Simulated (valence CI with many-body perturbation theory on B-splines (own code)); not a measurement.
E1 line list for Hg67+

Computed by valence CI with perturbative core correlation (CI+MBPT): three valence electrons over a frozen Dirac-Fock core [Ne], radial functions for each j: 11 s, 11 p, 10 d, 8 f, 5 g, 2 h, with the one-electron correlation potential Σ1, the two-electron term Σ2, the three-electron term Σ3, Breit, model QED; selected CI, second order for the rest, scaled by the run's own slope (own B-spline code, finite nucleus).

No measured spectrum was set against this ion. As an estimate, large intervals hold to a few tenths of a per cent, small ones and those within an open d or f shell to about a per cent.

Lines 151 to 200 of 584 in falling wavelength, among levels below 3981.2 eV, chosen from the strongest by gf and those to the six lowest levels. Wavelengths and rates use the calculated energies. Electric multipoles are in the length gauge with retardation, E1 and E2 with the static RPA response of the core. Weak lines are less certain than strong ones. Lines between different terms over intervals too small for the method are left out, as are lines whose strength nearly cancels. The highest levels of a list are the least certain.

Levels are named by their leading jj configuration (3d3/2^4 stands for four electrons in 3d with j = 3/2), which in mixed levels can hold well under half, so a name can repeat and another be missing. Letters in brackets count levels of one name in rising energy.

```tsv
λ vac (Å)	Upper	Lower	A (s⁻¹)	S (a.u.) with core polarisation	S without
34.11	(3p1/2 3d3/2 3d5/2) J=3/2 [a]	(3p1/2 3p3/2 3d3/2) J=3/2 [a]	2.30e+11	1.80e-02	1.82e-02
34.09	(3p3/2 3d5/2^2) J=5/2 [b]	(3p3/2^2 3d5/2) J=5/2 [a]	3.99e+11	4.68e-02	4.74e-02
34.09	(3p1/2 3d3/2 3d5/2) J=1/2	(3p1/2 3p3/2 3d3/2) J=1/2 [a]	3.46e+11	1.35e-02	1.37e-02
34.06	(3s 3d5/2^2) J=1/2	(3s 3p3/2 3d5/2) J=3/2 [b]	5.55e+11	2.16e-02	2.19e-02
34.05	(3p3/2 3d3/2 3d5/2) J=5/2 [c]	(3p3/2^2 3d3/2) J=5/2	3.15e+11	3.68e-02	3.73e-02
34.05	(3d3/2^2 3d5/2) J=3/2	(3p3/2 3d3/2^2) J=3/2 [a]	2.28e+11	1.78e-02	1.80e-02
34.04	(3p3/2 3d3/2 3d5/2) J=1/2 [b]	(3p3/2^2 3d3/2) J=3/2 [b]	5.12e+11	1.99e-02	2.02e-02
34.02	(3p1/2 3p3/2 3d5/2) J=3/2 [b]	(3p1/2 3p3/2^2) J=1/2	2.63e+11	2.05e-02	2.07e-02
33.98	(3p1/2 3d3/2 3d5/2) J=5/2 [a]	(3p1/2 3p3/2 3d3/2) J=5/2 [a]	1.51e+11	1.76e-02	1.78e-02
33.96	(3p3/2 3d5/2^2) J=3/2 [b]	(3p3/2^2 3d5/2) J=5/2 [b]	3.70e+11	2.86e-02	2.89e-02
33.96	(3p3/2 3d3/2 3d5/2) J=9/2 [b]	(3p3/2^2 3d3/2) J=7/2	7.42e+11	1.43e-01	1.45e-01
33.93	(3d3/2 3d5/2^2) J=3/2 [a]	(3p3/2 3d3/2 3d5/2) J=5/2 [b]	2.40e+11	1.85e-02	1.87e-02
33.88	(3d3/2 3d5/2^2) J=3/2 [a]	(3p3/2 3d3/2 3d5/2) J=3/2 [a]	3.32e+11	2.55e-02	2.58e-02
33.88	(3p3/2 3d3/2 3d5/2) J=3/2 [b]	(3p3/2^2 3d3/2) J=1/2	3.39e+11	2.60e-02	2.63e-02
33.88	(3p1/2 3d3/2 3d5/2) J=7/2 [b]	(3p1/2 3p3/2 3d3/2) J=5/2 [b]	3.56e+11	5.46e-02	5.53e-02
33.87	(3s 3p3/2 3d5/2) J=5/2 [b]	(3s 3p3/2^2) J=3/2	7.11e+11	8.19e-02	8.29e-02
33.84	(3p3/2^2 3d5/2) J=5/2 [b]	(3p3/2^3) J=3/2	8.33e+11	9.56e-02	9.68e-02
33.84	(3s^2 3d5/2) J=5/2	(3s^2 3p3/2) J=3/2	4.17e+11	4.78e-02	4.84e-02
33.82	(3s 3p1/2 3d5/2) J=7/2	(3s 3p1/2 3p3/2) J=5/2	2.88e+11	4.40e-02	4.45e-02
33.82	(3d3/2 3d5/2^2) J=3/2 [b]	(3p3/2 3d3/2 3d5/2) J=5/2 [d]	4.88e+11	3.73e-02	3.77e-02
33.77	(3s 3d5/2^2) J=5/2	(3s 3p3/2 3d5/2) J=3/2 [a]	1.02e+11	1.16e-02	1.17e-02
33.76	(3p1/2 3p3/2 3d5/2) J=5/2 [b]	(3p1/2 3p3/2^2) J=3/2	6.32e+11	7.20e-02	7.29e-02
33.74	(3d3/2 3d5/2^2) J=7/2 [a]	(3p3/2 3d3/2 3d5/2) J=7/2 [a]	2.25e+11	3.41e-02	3.45e-02
33.71	(3p1/2 3d3/2 3d5/2) J=3/2 [b]	(3p1/2 3p3/2 3d3/2) J=1/2 [b]	2.18e+11	1.65e-02	1.67e-02
33.62	(3p3/2 3d5/2^2) J=3/2 [b]	(3p3/2^2 3d5/2) J=3/2	8.38e+11	6.28e-02	6.36e-02
33.62	(3s 3d3/2 3d5/2) J=5/2 [a]	(3s 3p3/2 3d3/2) J=3/2 [a]	3.41e+11	3.84e-02	3.88e-02
33.58	(3s 3p3/2 3d5/2) J=7/2 [a]	(3s 3p3/2^2) J=5/2	4.43e+11	6.62e-02	6.70e-02
33.52	(3d3/2 3d5/2^2) J=1/2	(3p3/2 3d3/2 3d5/2) J=3/2 [a]	2.62e+11	9.74e-03	9.85e-03
33.48	(3d3/2 3d5/2^2) J=1/2	(3p3/2 3d3/2 3d5/2) J=1/2 [a]	3.12e+11	1.16e-02	1.17e-02
33.47	(3d3/2 3d5/2^2) J=11/2	(3p3/2 3d3/2 3d5/2) J=11/2	1.63e+11	3.62e-02	3.66e-02
33.46	(3s 3p1/2 3d5/2) J=5/2 [a]	(3s 3p1/2 3p3/2) J=3/2 [a]	3.82e+11	4.24e-02	4.29e-02
33.41	(3p1/2 3p3/2 3d5/2) J=7/2 [b]	(3p1/2 3p3/2^2) J=5/2	4.93e+11	7.25e-02	7.34e-02
33.38	(3s 3d5/2^2) J=5/2	(3s 3p3/2 3d5/2) J=7/2 [a]	1.03e+11	1.14e-02	1.15e-02
33.38	(3p1/2 3d5/2^2) J=1/2	(3p1/2 3p3/2 3d5/2) J=3/2 [b]	6.01e+11	2.21e-02	2.23e-02
33.38	(3s 3p3/2 3d5/2) J=3/2 [b]	(3s 3p3/2^2) J=1/2	3.46e+11	2.54e-02	2.57e-02
33.35	(3d3/2 3d5/2^2) J=5/2 [a]	(3p3/2 3d3/2 3d5/2) J=5/2 [a]	1.39e+11	1.53e-02	1.54e-02
33.30	(3d3/2 3d5/2^2) J=3/2 [b]	(3p3/2 3d3/2 3d5/2) J=3/2 [c]	1.37e+11	9.99e-03	1.01e-02
33.29	(3p1/2 3d5/2^2) J=9/2	(3p1/2 3p3/2 3d5/2) J=9/2	1.50e+11	2.73e-02	2.76e-02
33.28	(3p3/2 3d3/2 3d5/2) J=5/2 [c]	(3p3/2^2 3d3/2) J=3/2 [a]	2.64e+11	2.88e-02	2.92e-02
33.26	(3p1/2^2 3d5/2) J=5/2	(3s 3p1/2 3d3/2) J=3/2 [a]	1.42e+11	1.55e-02	1.57e-02
33.18	(3p1/2 3d5/2^2) J=5/2	(3p1/2 3p3/2 3d5/2) J=5/2 [a]	4.00e+11	4.33e-02	4.38e-02
33.18	(3s 3d3/2 3d5/2) J=3/2 [a]	(3s 3p3/2 3d3/2) J=1/2 [a]	3.12e+11	2.25e-02	2.27e-02
33.11	(3d3/2 3d5/2^2) J=7/2 [b]	(3p3/2 3d3/2 3d5/2) J=7/2 [b]	3.16e+11	4.53e-02	4.58e-02
33.08	(3p1/2 3d5/2^2) J=3/2	(3p1/2 3p3/2 3d5/2) J=3/2 [a]	4.00e+11	2.86e-02	2.89e-02
33.07	(3p1/2 3d5/2^2) J=7/2	(3p1/2 3p3/2 3d5/2) J=7/2 [a]	1.60e+11	2.29e-02	2.32e-02
32.95	(3p3/2 3d3/2 3d5/2) J=3/2 [b]	(3p3/2^2 3d3/2) J=3/2 [a]	2.68e+11	1.90e-02	1.92e-02
32.94	(3s 3d5/2^2) J=1/2	(3s 3p3/2 3d5/2) J=1/2	2.76e+11	9.74e-03	9.86e-03
32.93	(3p3/2 3d3/2 3d5/2) J=3/2 [c]	(3p3/2^2 3d3/2) J=1/2	1.94e+11	1.37e-02	1.38e-02
32.83	(3s 3p1/2 3d5/2) J=5/2 [b]	(3s 3p1/2 3p3/2) J=5/2	9.37e+10	9.81e-03	9.93e-03
32.76	(3d3/2 3d5/2^2) J=9/2	(3p3/2 3d3/2 3d5/2) J=9/2 [a]	2.14e+11	3.71e-02	3.75e-02
```
